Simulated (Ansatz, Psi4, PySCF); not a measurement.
H$_{2}$S, charge +1, doublet, geometry from GFN2-xTB (a state made from the parent by changing its charge; the spin is typed, not shown lowest). Base run: PySCF with WB97X/aug-cc-pVDZ.

Here is a job for PySCF.
```python
from pyscf import gto, scf, dft

mol = gto.M(
    atom='''
S    -0.000362   -0.002134    0.103903
H    -0.038472    1.008615   -0.811003
H     0.044257   -0.974478   -0.851437
''',
    basis='aug-cc-pvdz',
    charge=1,
    spin=1,
    verbose=3,
)

mf = dft.UKS(mol)
mf.xc = 'wb97x'
mf.kernel()
```

The same geometry, method and basis name were run in Ansatz (an electronic-structure program) and Psi4 and PySCF, at each program's defaults and at the settings that a row names. The base is PySCF at its defaults. Differences at the defaults can come from grids, fitting, cores and function types together.

```tsv
code and settings	ΔE vs base (µEh)	basis functions	E (Eh)	SCF cycles
PySCF, defaults (exact integrals, its default grid, spherical functions)	0.0	45	-399.00715	9
Psi4, defaults (density fitting with its default set, its default grid, spherical functions)	6.9	45	-399.00715	8
Ansatz, defaults (factorised integrals, its default grid, spherical functions)	7.2	45	-399.00715	-
PySCF, density fitting with def2-universal-jkfit	-36.0	45	-399.00719	9
PySCF, fine grid	8.5	45	-399.00715	9
Psi4, exact integrals, spherical functions, fine grid	11.9	45	-399.00714	11
Ansatz, high accuracy	7.1	45	-399.00715	-
```

Open shells are given as the SCF converged; they aren't shown to be the lowest states, and a large step between rows can be another state.
